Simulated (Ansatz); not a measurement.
Start from `C=CB(S)[SiH2]F` and change one atom or group to get `C=CB(N)[SiH2]F`.

Ansatz, PBE0-D4/def2-TZVP geometries, multiplicity 1. Each molecule was computed in one conformer, which needn't be the lowest.

```
                                          property  `C=CB(S)[SiH2]F`
               LUMO energy (B3LYP/def2-TZVPP) / eV             -2.34
size of the dipole moment (ωB97M-V/def2-TZVPP) / D              2.38
                HOMO energy (PBE0/def2-TZVPP) / eV             -7.83
             HOMO energy (ωB97M-V/def2-TZVPP) / eV             -9.95
               HOMO–LUMO gap (PBE/def2-TZVPP) / eV              3.66
    size of the dipole moment (PBE/def2-TZVPP) / D              2.36
```

Question: Give the same properties after the change, and the shifts. (Best estimate.)

Answer: The calculation gave: 
```
                                          property  `C=CB(N)[SiH2]F`  shift
               LUMO energy (B3LYP/def2-TZVPP) / eV             -1.45   0.89
size of the dipole moment (ωB97M-V/def2-TZVPP) / D              3.24   0.86
                HOMO energy (PBE0/def2-TZVPP) / eV             -7.53   0.30
             HOMO energy (ωB97M-V/def2-TZVPP) / eV             -9.68   0.27
               HOMO–LUMO gap (PBE/def2-TZVPP) / eV              4.18   0.52
    size of the dipole moment (PBE/def2-TZVPP) / D              3.23   0.87
```

With PBE0 the HOMO rises by 0.30 eV and the LUMO rises by 0.93 eV, so the gap widens by about 0.63 eV. PBE moves the HOMO by 0.35 eV and ωB97M-V by 0.27 eV. Dipoles are sizes alone; their direction can turn.

B3LYP here is the variant with VWN-RPA as its local correlation; programs differ in this.
